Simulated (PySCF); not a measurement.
C7H7NS2.
Atom-mapped SMILES: `[CH3:1][S:2][c:3]1[cH:4][s:5][c:6]2[cH:7][cH:8][nH:9][c:10]12` (hydrogens: H11, H12, H13 on C1; H14 on C4; H15 on C7; H16 on C8; H17 on N9)

Level: wB97X-D/def2-SVPD in PySCF, non-relativistic, on one gas-phase PBE0-D3(BJ)/def2-SVP geometry that isn't relaxed in the solvent. The solvent is an IEF-PCM continuum (cavity from Bondi-type radii × 1.2). Only the electrostatic response of the medium enters.

Gas phase at wB97X-D/def2-SVPD: HOMO -7.39 eV, LUMO 1.37 eV, dipole 1.87 D.

Task: What does the continuum do to the energy, the frontier levels and the dipole at wB97X-D/def2-SVPD in chloroform?

Result: 
```
   solvent      ε  E(solvent) − E(gas) (kJ/mol)  polarisation term (kJ/mol)  distortion of the solute (kJ/mol)  HOMO (eV)  LUMO (eV)  dipole (D)
chloroform  4.711                        -23.99                      -26.82                               2.83      -7.45       1.33        2.46
```

Polarisation term: ½ Σ q·V over the induced surface charges. Distortion: the rise of the solute's own energy as its density leaves the gas-phase optimum.

Task: Which radius a makes the point-dipole formula ΔE = −[(ε − 1)/(2ε + 1)]·μ²/a³ give the value in chloroform, with the gas-phase dipole?

Result: μ = 0.734 au and |ΔE| = 0.00914 Eh give a = 1.46 Å; the farthest nucleus lies 4.27 Å from the centroid of the nuclei, so such a sphere wouldn't even hold the nuclei. The formula assumes a rigid point dipole at the centre of a sphere.

Task: How does the static polarisability (wB97X-D/def2-SVPD, frozen core, with the continuum's full static response) change?

Result: 
```csv
medium,isotropic (au),principal values (au),⟨r²⟩ of the electrons (bohr²)
gas,127.9,"78.0, 140.6, 165.0",1963.2
chloroform,166.0,"100.9, 189.6, 207.6",1961.3
```

The isotropic value in chloroform is 1.30 times the gas-phase one; no cavity-field correction is applied. ⟨r²⟩ is taken about the centre of nuclear charge.

The values belong to the conformer `[CH3:1][S:2][c:3]1[cH:4][s:5][c:6]2[cH:7][cH:8][nH:9][c:10]12`: C1–S2–C3–C4 -6°.

wB97X-D is run here without its empirical dispersion term; that term would change no orbital, density or response property at a fixed geometry.
